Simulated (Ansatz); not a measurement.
Reaction (formal hydrolysis of a B–N bond): `OB(F)[NH][AlH2]` + H₂O → `OB(O)F` + `[NH2][AlH2]`

Isolated molecules relaxed with PBE0-D4/def2-TZVP in Ansatz; ΔE leaves out vibrations. CCSD(T)/CBS adds triple-zeta CCSD(T) − MP2 to the extrapolated MP2 energy (def2 sets, frozen cores). This one scheme is used for every species. Functionals use def2-TZVPP. B3LYP here is the variant with VWN-RPA as its local correlation; programs differ in this. HSE06 is defined as in plane-wave codes. One conformer a species, not always the lowest.

`OB(F)[NH][AlH2]`:

Cartesian coordinates in Å:
```
O -0.026 -0.438 -2.241
B -0.356 -0.021 -0.986
F -1.535 0.603 -0.801
N 0.505 -0.228 0.116
Al 0.293 0.224 1.837
H -0.705 -0.231 -2.888
H 1.359 -0.705 -0.139
H 1.482 -0.173 2.803
H -1.017 0.970 2.301
```

H₂O:

```xyz
3

O     0.020    0.076   -0.381
H     0.566    0.444    0.317
H    -0.586   -0.519    0.064
```

`OB(O)F`:

Cartesian coordinates in Å:
```
O 0.912 -0.094 -0.631
B -0.311 -0.031 -0.038
O -0.449 0.287 1.269
F -1.416 -0.285 -0.738
H 0.869 -0.331 -1.560
H 0.394 0.454 1.697
```

`[NH2][AlH2]`:

```xyz
6

N    -0.649   -0.338   -0.586
Al    0.573    0.298    0.518
H    -1.347    0.217   -1.055
H    -0.749   -1.308   -0.839
H     0.579    1.857    0.798
H     1.593   -0.727    1.164
```

| level | ΔE (kcal/mol) | difference from CCSD(T)/CBS |
| --- | --- | --- |
| LDA (SPW92) | -7.3 | -1.6 |
| PBE-D4 | -6.4 | -0.7 |
| revPBE-D4 | -5.9 | -0.2 |
| BLYP-D4 | -6.8 | -1.1 |
| r2SCAN-D4 | -7.2 | -1.5 |
| B97M-V | -7.7 | -2.0 |
| PBE0-D4 | -6.2 | -0.5 |
| B3LYP-D4 | -6.7 | -1.0 |
| r2SCANh-D4 | -7.0 | -1.3 |
| r2SCAN0-D4 | -6.9 | -1.2 |
| HSE06-D4 | -6.3 | -0.6 |
| BHLYP-D4 | -6.7 | -1.0 |
| CAM-B3LYP-D4 | -7.3 | -1.6 |
| ωB97X-V | -6.7 | -1.0 |
| ωB97M-V | -6.7 | -1.0 |
| B2PLYP | -7.3 | -1.6 |
| PBE | -7.1 | -1.4 |
| revPBE | -7.3 | -1.6 |
| BLYP | -8.2 | -2.5 |
| r2SCAN | -7.4 | -1.7 |
| PBE0 | -6.9 | -1.2 |
| B3LYP | -7.9 | -2.2 |
| r2SCANh | -7.3 | -1.6 |
| r2SCAN0 | -7.1 | -1.4 |
| HSE06 | -6.9 | -1.2 |
| LC-ωPBE | -7.1 | -1.4 |
| MP2/def2-SVP | -9.0 | -3.3 |
| CCSD/def2-SVP | -9.0 | -3.3 |
| CCSD(T)/def2-SVP | -9.0 | -3.3 |
| HF/def2-TZVPP | -8.2 | -2.5 |
| MP2/def2-TZVPP | -6.0 | -0.3 |
| SCS-MP2/def2-TZVPP | -6.5 | -0.8 |
| CCSD/def2-TZVPP | -6.5 | -0.8 |
| CCSD(T)/def2-TZVPP | -6.3 | -0.6 |
| HF/def2-QZVPP | -8.2 | -2.5 |
| MP2/def2-QZVPP | -5.7 | 0.0 |
| SCS-MP2/def2-QZVPP | -6.2 | -0.5 |
| HF/CBS(def2) | -8.2 | -2.5 |
| MP2/CBS(def2) | -5.5 | 0.2 |
| CCSD/CBS(def2) | -6.0 | -0.3 |
| CCSD(T)/CBS | -5.7 | 0 |

(1) What do rigid-rotor, harmonic-oscillator terms from PBE0-D4/def2-TZVP frequencies (298.15 K, 1 bar) make of the CCSD(T)/CBS value? (Best estimate.)

Largest T1 diagnostic among the species: 0.012.

## Answers

(1) Computed: ΔZPE = +1.0 kcal/mol, ΔH = -5.5 kcal/mol, ΔS = 5 J/(mol·K), ΔG = -5.8 kcal/mol.

In def2-TZVPP, CCSD(T) changes the Hartree–Fock value by +1.9 kcal/mol (the triples alone add +0.2 kcal/mol) and MP2 by +2.2 kcal/mol. Leaving LDA and LC-ωPBE aside and taking each functional with its dispersion term where it has one, the values spread over 1.9 kcal/mol, from B97M-V to revPBE-D4.
